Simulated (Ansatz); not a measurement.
System: BHF₂, charge 0, singlet. BHF2 (difluoroborane, SMILES B(F)F).
B3LYP-D3(BJ)/def2-TZVP minimum from Ansatz (an electronic-structure program):
```
B
F 1 1.3177
F 1 1.3177 2 118.08
H 1 1.1868 2 120.96 3 180.00
```

Total energies in hartree (Ansatz). Open shells are spin-unrestricted; no spin-orbit coupling. Correlated methods leave the cores frozen. No relativity. Where a partner has so few electrons that a lower coupled-cluster level is exact, that level stands in.

```tsv
species	HF/cc-pVTZ	CCSD(T)/cc-pVTZ	HF/cc-pVQZ	CCSD(T)/cc-pVQZ	CCSD(T)/cc-pVDZ	CCSDT(Q)/cc-pVDZ
1: BHF2 (difluoroborane, SMILES FBF)	-224.35366	-224.97843	-224.37207	-225.04920	-224.74382	-224.74517
2: B (doublet)	-24.53207	-24.59810	-24.53297	-24.60084	-24.58941	-24.58977
3: H (doublet)	-0.49981	-0.49981	-0.49995	-0.49995	-0.49928	-0.49928
4: F (doublet)	-99.40552	-99.62036	-99.41377	-99.65026	-99.52757	-99.52776
```

### Question
Work out the atomisation energy (electronic, to ground-state atoms) in kcal/mol: take Hartree-Fock from cc-pVQZ, extrapolate the CCSD(T) correlation energy as X^-3 (X = 3, 4), and add CCSDT(Q) - CCSD(T) in cc-pVDZ. 1 hartree = 627.51 kcal/mol.

### Answer

Species 1: correlation (64·(-0.67713) - 27·(-0.62477))/37 = -0.71534; step -0.00135; E1 = -224.37207 + (-0.71534) + (-0.00135) = -225.08876
Species 2: correlation (64·(-0.06787) - 27·(-0.06603))/37 = -0.06921; step -0.00036; E2 = -24.53297 + (-0.06921) + (-0.00036) = -24.60254
Species 3: correlation (64·(0.00000) - 27·(0.00000))/37 = 0.00000; step +0.00000; E3 = -0.49995 + (0.00000) + (+0.00000) = -0.49995
Species 4: correlation (64·(-0.23649) - 27·(-0.21484))/37 = -0.25229; step -0.00019; E4 = -99.41377 + (-0.25229) + (-0.00019) = -99.66625
-1·E1 +1·E2 +1·E3 +2·E4 = 0.65377 hartree = 410.2 kcal/mol.
